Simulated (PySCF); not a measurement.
Br3Sb, SMILES [Br][Sb-]([Br])[Br], charge -1, multiplicity 2.

Geometry: r2SCAN-D4/def2-SVPD. The def2 effective core potentials stand for the cores of Sb; spin–orbit coupling is left out.

Level of theory: PySCF with M06-2X/def2-SVPD.

Computed frontier levels, dipole moment and polarisability:
```json
{
 "α spin, highest occupied and lowest empty level": "-3.39 and 2.24 eV",
 "β spin, highest occupied and lowest empty level": "-4.03 and 1.58 eV",
 "dipole_moment_about_the_centre_of_nuclear_charge": "0.09 D",
 "mean_static_polarisability": "140.9 bohr³ (20.88 Å³)",
 "polarisability_principal_values": "93.5, 132.9, 196.2 bohr³",
 "⟨S²⟩": "0.762 (pure state 0.75)"
}
```
